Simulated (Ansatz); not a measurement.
Reaction (formal exchange of groups at the Si–C bond): `BC([SiH3])OC` + `[CH3][GeH2][SH]` → `[SiH3][CH2][GeH2][SH]` + `BCOC`

Gas-phase electronic energies from Ansatz, PBE0-D4/def2-TZVP geometries. CCSD(T)/CBS is the MP2 limit (def2-TZVPP, def2-QZVPP) plus CCSD(T) − MP2 in def2-TZVPP, frozen cores. DFT in def2-TZVPP. B3LYP here is the variant with VWN-RPA as its local correlation; programs differ in this. For Ge outer-core shells are correlated without core-valence functions, which leaves a few kJ/mol of doubt a bond. Scalar relativity is left out up to krypton. Each species was taken in one conformer, which may not be the lowest.

Is it downhill or uphill in electronic energy at CCSD(T)/CBS, and by how much? (Estimate.)

Computed: Downhill: ΔE = -0.09 eV.

What do these levels give: PBE-D4, PBE0-D4, B3LYP-D4, PBE, r2SCAN, PBE0, B3LYP, SCS-MP2/def2-TZVPP, CCSD/def2-TZVPP, HF/def2-QZVPP, MP2/def2-QZVPP, HF/CBS(def2)? (Estimate.)

Ansatz gave: PBE-D4 0.08, PBE0-D4 -0.01, B3LYP-D4 -0.06, PBE 0.08, r2SCAN 0.02, PBE0 0.00, B3LYP -0.06, SCS-MP2/def2-TZVPP -0.14, CCSD/def2-TZVPP -0.13, HF/def2-QZVPP -0.32, MP2/def2-QZVPP -0.10, HF/CBS(def2) -0.32 eV.

Largest T1 diagnostic among the species: 0.013.

In def2-TZVPP, CCSD(T) changes the Hartree–Fock value by +0.24 eV (the triples alone add +0.05 eV) and MP2 by +0.23 eV. From PBE to PBE0 (25 % exact exchange), in def2-TZVPP and without D4, ΔE moves by −0.09 eV.
